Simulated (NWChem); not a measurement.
System: SiNH₃O, singlet; SMILES N[Si]O

NWChem printed, in part:

```
             Northwest Computational Chemistry Package (NWChem) 7.3.0
             --------------------------------------------------------

                             Geometry "geometry" -> ""
                             -------------------------

 Output coordinates in angstroms (scale by  1.889725989 to convert to a.u.)

  No.       Tag          Charge          X              Y              Z
 ---- ---------------- ---------- -------------- -------------- --------------
    1 Si                  14.0000    -0.65909900     0.06027100     0.00000000
    2 O                    8.0000     0.41027800     1.34904600     0.00000000
    3 H                    1.0000     1.36308300     1.20217700     0.00000000
    4 N                    7.0000     0.41480300    -1.29435500     0.00000000
    5 H                    1.0000     1.43226500    -1.29407900     0.00000000
    6 H                    1.0000     0.04803100    -2.24118700     0.00000000

 Effective nuclear repulsion energy (a.u.)     102.2467594188

                                 NWChem DFT Module
                                 -----------------

 Summary of "ao basis" -> "ao basis" (spherical)
 ------------------------------------------------------------------------------
       Tag                 Description            Shells   Functions and Types
 ---------------- ------------------------------  ------  ---------------------
 Si                         def2-svp                 8       18   4s3p1d
 O                          def2-svp                 6       14   3s2p1d
 H                          def2-svp                 3        5   2s1p
 N                          def2-svp                 6       14   3s2p1d

 in cosmo_initialize ...
 calling solv_data for solv:propnol2

 solvent parameters
 solvname_short: propnol2
 solvname_long:  2-propanol
 dielec:       19.2640
 dielecinf:     1.8978
 nonaqueous SMD model solvent descriptors
 dielec:       19.2640
 sola:          0.3300
 solb:          0.5600
 solc:          0.0000
 solg:         30.1300
 solh:          0.0000
 soln:          1.3776

          ---------------
          -cosmo- solvent
          ---------------
 Cosmo: York-Karplus, doi: 10.1021/jp992097l
 dielectric constant -eps-     =  19.26
 screen = (eps-1)/(eps    )    =   0.94809
 surface charge correction     = lagrangian

   van der Waals surface
 --------------------------

 ---------- ATOMIC COORDINATES (A.U.) ------------ VDWR(ANG.) --
     1   -1.24551651    0.11389568    0.00000000     2.470
     2    0.77531300    2.54932729    0.00000000     1.700
     3    2.57585337    2.27178512    0.00000000     1.200
     4    0.78386401   -2.44597628    0.00000000     1.890
     5    2.70658839   -2.44545472    0.00000000     1.200
     6    0.09076543   -4.23522932    0.00000000     1.200
 number of segments per atom =        128
 number of   points per atom =        128
 atom (   nspa,  nppa )
 ----------------------
    1 (     90,     0 )       0
    2 (     54,     0 )       0
    3 (     54,     0 )       0
    4 (     56,     0 )       0
    5 (     40,     0 )       0
    6 (     46,     0 )       0
 number of -cosmo- surface points =      340
 molecular surface =     94.353 angstrom**2
 molecular volume  =     81.470 angstrom**3
 -lineq- algorithm             =   0
 -bem- low  level              =   3
 -bem- from -octahedral-
 gaussian surface charge width =   4.50000
 degree of switching           =   1.00000
 switching function tolerance  =   0.00010
 atomic radii =
 --------------
    1 14.000  2.470
    2  8.000  1.700
    3  1.000  1.200
    4  7.000  1.890
    5  1.000  1.200
    6  1.000  1.200
 ...... end of -cosmo- initialization ......

 nat:                     6
 ixmem:                  2111
 calling mnsol_interface()
 G(SMD-CDS) energy (kcal/mol)  =     0.297
 SMD-CDS SASA (angstrom**2)    =   111.753

            General Information
            -------------------
          SCF calculation type: DFT
          Wavefunction type:  closed shell.
          No. of atoms     :     6
          No. of electrons :    32
           Alpha electrons :    16
            Beta electrons :    16
          Charge           :     0
          Spin multiplicity:     1
          Use of symmetry is: off; symmetry adaption is: off
          Maximum number of iterations: 150
          AO basis - number of functions:    61
                     number of shells:    29
          Convergence on energy requested:  1.00D-06
          Convergence on density requested:  1.00D-05
          Convergence on gradient requested:  5.00D-04

              XC Information
              --------------
                       M05-2X Method XC Functional
                     Hartree-Fock (Exact) Exchange  0.560
                M05-2X metaGGA Exchange Functional  0.440
                      M05-2X Correlation Potential  1.000

             Grid Information
             ----------------
          Grid used for XC integration:  medium
          Radial quadrature: Mura-Knowles
          Angular quadrature: Lebedev.
          Tag              B.-S. Rad. Rad. Pts. Rad. Cut. Ang. Pts.
          ---              ---------- --------- --------- ---------
          Si                  1.10       88           8.0       590
          O                   0.60       49          10.0       434
          H                   0.35       45          10.0       434
          N                   0.65       49           8.0       434
          Grid pruning is: on
          Number of quadrature shells:   321
          Spatial weights used:  Erf1

      Superposition of Atomic Density Guess
      -------------------------------------

 Sum of atomic energies:        -419.17171682

      Non-variational initial energy
      ------------------------------

 Total energy =    -420.071781
 1-e energy   =    -781.495148
 2-e energy   =     259.176608
 HOMO         =      -0.267386
 LUMO         =      -0.000542

   convergence    iter        energy       DeltaE   RMS-Dens  Diis-err
 ---------------- ----- ----------------- --------- --------- ---------
     COSMO gas phase
 d= 0,ls=0.0,diis     1   -421.0327339232 -5.23D+02  1.32D-02  5.73D-01
 d= 0,ls=0.0,diis     2   -421.0356466524 -2.91D-03  6.30D-03  6.53D-01
 d= 0,ls=0.0,diis     3   -421.0970663334 -6.14D-02  9.58D-04  7.83D-03
 d= 0,ls=0.0,diis     4   -421.0977358368 -6.70D-04  3.94D-04  1.33D-03
 d= 0,ls=0.0,diis     5   -421.0978673202 -1.31D-04  1.33D-04  1.32D-04
  Resetting Diis
 d= 0,ls=0.0,diis     6   -421.0978831510 -1.58D-05  3.63D-05  1.16D-06
 d= 0,ls=0.0,diis     7   -421.0978834589 -3.08D-07  7.53D-06  5.82D-08

   convergence    iter        energy       DeltaE   RMS-Dens  Diis-err
 ---------------- ----- ----------------- --------- --------- ---------
     COSMO solvation phase
 d= 0,ls=0.0,diis     1   -421.1090092081 -1.11D-02  2.31D-03  5.69D-03
 d= 0,ls=0.0,diis     2   -421.1106725439 -1.66D-03  7.05D-04  1.18D-03
 d= 0,ls=0.0,diis     3   -421.1107872844 -1.15D-04  3.01D-04  5.76D-04
 d= 0,ls=0.0,diis     4   -421.1108521738 -6.49D-05  1.07D-04  3.14D-05
 d= 0,ls=0.0,diis     5   -421.1108569959 -4.82D-06  3.03D-05  6.07D-07
 d= 0,ls=0.0,diis     6   -421.1108571583 -1.62D-07  4.23D-06  8.07D-08

         Total DFT energy =     -421.110857158348
      One electron energy =     -784.512894099572
           Coulomb energy =      298.690970510125
    Exchange-Corr. energy =      -37.535688816004
 Nuclear repulsion energy =      102.246759418768

             COSMO energy =       -0.000004171665

 Numeric. integr. density =       31.999998197829

                                COSMO-SMD solvation results
                                ---------------------------

             internal energy in gas <Psi(g)|H|Psi(g)> =      -421.097883458912
         internal energy in solvent <Psi(s)|H|Psi(s)> =      -421.095619831165
                               delta internal energy  =         0.002263627747 (    1.42 kcal/mol)
   total free energy in solvent <Psi(s)|H+V/2|Psi(s)> =      -421.111331015234
 polarization energy contribution <Psi(s)|V/2|Psi(s)> =        -0.015711184069 (   -9.86 kcal/mol)
    total free energy in solvent including G(SMD-CDS) =      -421.110857158348
                       G(SMD-CDS) energy contribution =         0.000473856886 (    0.30 kcal/mol)
     1 M fixed-concentration free energy of solvation =        -0.012973699436 (   -8.14 kcal/mol)

                       DFT Final Molecular Orbital Analysis
                       ------------------------------------

 Vector   14  Occ=2.000000D+00  E=-4.226897D-01
              MO Center=  3.5D-01,  9.5D-01, -2.4D-09, r^2= 1.8D+00
   Bfn.  Coefficient  Atom+Function         Bfn.  Coefficient  Atom+Function
  ----- ------------  ---------------      ----- ------------  ---------------
    23      0.552071  2 O  py                26      0.408621  2 O  py
    42     -0.213821  4 N  py                57     -0.143081  6 H  s
     9     -0.128304  1 Si py                21      0.128587  2 O  s
    40      0.111351  4 N  s                 45      0.100897  4 N  py
    20      0.099029  2 O  s                 33     -0.077665  3 H  s

 Vector   15  Occ=2.000000D+00  E=-3.363317D-01
              MO Center=  3.4D-01, -9.6D-01,  1.6D-09, r^2= 1.6D+00
   Bfn.  Coefficient  Atom+Function         Bfn.  Coefficient  Atom+Function
  ----- ------------  ---------------      ----- ------------  ---------------
    43      0.523487  4 N  pz                46     -0.461763  4 N  pz
    24      0.210090  2 O  pz                27      0.180163  2 O  pz
    13     -0.119217  1 Si pz                10     -0.099436  1 Si pz
    15      0.072140  1 Si d -1               7      0.057955  1 Si pz

 Vector   16  Occ=2.000000D+00  E=-2.899281D-01
              MO Center= -1.1D+00,  4.1D-02,  2.4D-08, r^2= 2.1D+00
   Bfn.  Coefficient  Atom+Function         Bfn.  Coefficient  Atom+Function
  ----- ------------  ---------------      ----- ------------  ---------------
     3      0.468545  1 Si s                  4      0.449119  1 Si s
    11     -0.313804  1 Si px                 2      0.288343  1 Si s
     8     -0.288371  1 Si px                40     -0.171732  4 N  s
     5      0.158164  1 Si px                21     -0.153123  2 O  s
    41     -0.139947  4 N  px                22      0.132484  2 O  px

 Vector   17  Occ=0.000000D+00  E= 1.778213D-02
              MO Center= -6.3D-01,  9.0D-03, -8.0D-09, r^2= 2.9D+00
   Bfn.  Coefficient  Atom+Function         Bfn.  Coefficient  Atom+Function
  ----- ------------  ---------------      ----- ------------  ---------------
    13      0.802808  1 Si pz                10      0.343311  1 Si pz
    46     -0.315987  4 N  pz                27     -0.235638  2 O  pz
    43      0.235975  4 N  pz                24     -0.201338  2 O  pz
     7     -0.189278  1 Si pz                17      0.052956  1 Si d  1

 Vector   18  Occ=0.000000D+00  E= 8.838168D-02
              MO Center= -6.6D-01,  6.8D-02, -5.9D-09, r^2= 4.1D+00
   Bfn.  Coefficient  Atom+Function         Bfn.  Coefficient  Atom+Function
  ----- ------------  ---------------      ----- ------------  ---------------
    12      1.089761  1 Si py                40      0.746317  4 N  s
    21     -0.698269  2 O  s                 34      0.322219  3 H  s
    53     -0.261680  5 H  s                  9      0.223123  1 Si py
    58     -0.148452  6 H  s                 20     -0.134742  2 O  s
     6     -0.129673  1 Si py                52     -0.128636  5 H  s

 Vector   19  Occ=0.000000D+00  E= 1.153221D-01
              MO Center=  9.3D-01, -4.9D-01,  3.1D-09, r^2= 4.9D+00
   Bfn.  Coefficient  Atom+Function         Bfn.  Coefficient  Atom+Function
  ----- ------------  ---------------      ----- ------------  ---------------
    40      1.204857  4 N  s                 53     -0.672486  5 H  s
    21      0.580424  2 O  s                 58     -0.573100  6 H  s
    34     -0.558484  3 H  s                 11     -0.551811  1 Si px
     4     -0.511261  1 Si s                 25      0.193567  2 O  px
    39      0.171885  4 N  s                  3      0.157799  1 Si s

     Multipole analysis of the density
     ---------------------------------

     L   x y z        total         alpha         beta         nuclear
     -   - - -        -----         -----         ----         -------
     0   0 0 0     -0.000000    -16.000000    -16.000000     32.000000

     1   1 0 0      1.300647      0.837559      0.837559     -0.374472
     1   0 1 0     -1.063043     -0.760734     -0.760734      0.458425
     1   0 0 1     -0.000000     -0.000000     -0.000000      0.000000

     2   2 0 0    -17.084997    -30.941109    -30.941109     44.797220
     2   1 1 0      0.475579      0.611024      0.611024     -0.746468
     2   1 0 1      0.000000      0.000000      0.000000      0.000000
     2   0 2 0    -17.913477    -70.522835    -70.522835    123.132192
     2   0 1 1     -0.000000     -0.000000     -0.000000      0.000000
     2   0 0 2    -18.834750     -9.417375     -9.417375      0.000000
```

Level: M05-2X/def2-SVP, SMD on the gas-phase geometry. Low-valent species are run as closed-shell singlets; no triplet was tried in these runs. Coordinates come from a PBE0/def2-SVP optimisation. Solvent: 2-propanol.

**Question.** Write an input that gives this output.

**Answer.** One answer among several that fit: the input that was run:
```
start job
memory heap 200 mb stack 900 mb global 1100 mb
geometry units angstroms noautosym nocenter noautoz
  Si    -0.659099     0.060271     0.000000
  O      0.410278     1.349046     0.000000
  H      1.363083     1.202177     0.000000
  N      0.414803    -1.294355     0.000000
  H      1.432265    -1.294079     0.000000
  H      0.048031    -2.241187     0.000000
end
basis spherical
  * library def2-svp
end
dft
  xc m05-2x
  iterations 150
end
cosmo
  do_cosmo_smd true
  solvent propnol2
end
task dft energy
```
